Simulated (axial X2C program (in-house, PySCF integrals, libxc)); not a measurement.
## Potential curves of TlF, 2c

Calculated with an in-house relativistic program for diatomic molecules. Two-component (2c) means X2C with spin–orbit coupling and atomic mean-field two-electron Coulomb and Gaunt terms. Basis: Tl dyall-cv4z [14s16p11d7f3g], F dyall-av4z [8s7p4d3f2g] (cores contracted in-house); Gaussian nuclei, density fitting, unrestricted open shells. Masses: Tl 204.974 u, F 18.998 u.

State: Ω = 0 (closed shell). Energies in eV from the fragments at the same level (Tl + F). Fits are polynomials in 1 − R0/R over 0.85 to 1.23 times the lowest point R0.

| R (Å) | CCSD(T) | PBE0 | HF |
| --- | --- | --- | --- |
| 1.8270 |  | -3.7314 | -1.8283 |
| 1.9110 | -4.3121 | -4.2005 | -2.2854 |
| 1.9740 | -4.5060 | -4.3939 | -2.4678 |
| 2.0370 | -4.6007 | -4.4892 | -2.5520 |
| 2.1000 | -4.6217 | -4.5116 | -2.5637 |
| 2.1735 | -4.5786 | -4.4708 | -2.5117 |
| 2.2470 | -4.4841 | -4.3793 | -2.4105 |
| 2.3415 | -4.3132 | -4.2129 | -2.2344 |
| 2.4570 |  | -3.9669 | -1.9802 |
| 2.6250 |  | -3.5771 | -1.5840 |
| 2.8560 |  | -3.0497 | -1.0543 |
| 3.1500 |  | -2.4556 | -0.4597 |

Correlated methods: 20 electrons correlated (number of frozen shells: Tl 5 s, 4 p, 2 d, 1 f; F 1 s), 396 virtual spin orbitals or spinors in MP2, 180 natural virtuals in coupled cluster.

Occupations by symmetry block were frozen at the best pattern of an incomplete PBE0 search. Closed shells are restricted here (equal orbitals for both partners); the stretched side of such a curve lies too high. De is counted from the lowest determinant-based energies of the atoms at the same level, without counterpoise correction. Coupled cluster ran in a truncated set of natural virtual spinors; the MP2 energy of the rest was added. (T) has no such correction and the atoms are truncated less, which lowers De at CCSD(T) by a hundredth of an eV or more. A 2c atom that is not at its ground J level misses part of its spin–orbit lowering, and De is too large by that part (0.04 eV or less for light atoms). This holds for PBE0. The functionals have no current-density term, which raises determinants with orbital currents, atoms included. Coupled cluster ran on the points near the minimum only. MP2 and coupled cluster on one determinant become unreliable at the stretched end.

Problem. What are Re, ωe and De at the CCSD(T) level?

Solution. At CCSD(T), 2c: Re = 2.090 Å, ωe ≈ 473 cm⁻¹, De = 4.62 eV to Tl + F; Be follows as 0.222 cm⁻¹.

Problem. What are Re, ωe and De at the PBE0 level?

Solution. At PBE0, 2c: Re = 2.092 Å, ωe ≈ 468 cm⁻¹, De = 4.51 eV to Tl + F; Be follows as 0.222 cm⁻¹.

Problem. What are Re, ωe and De at the HF level?

Solution. At HF, 2c: Re = 2.080 Å, ωe ≈ 478 cm⁻¹, De = 2.57 eV to Tl + F; Be follows as 0.224 cm⁻¹.
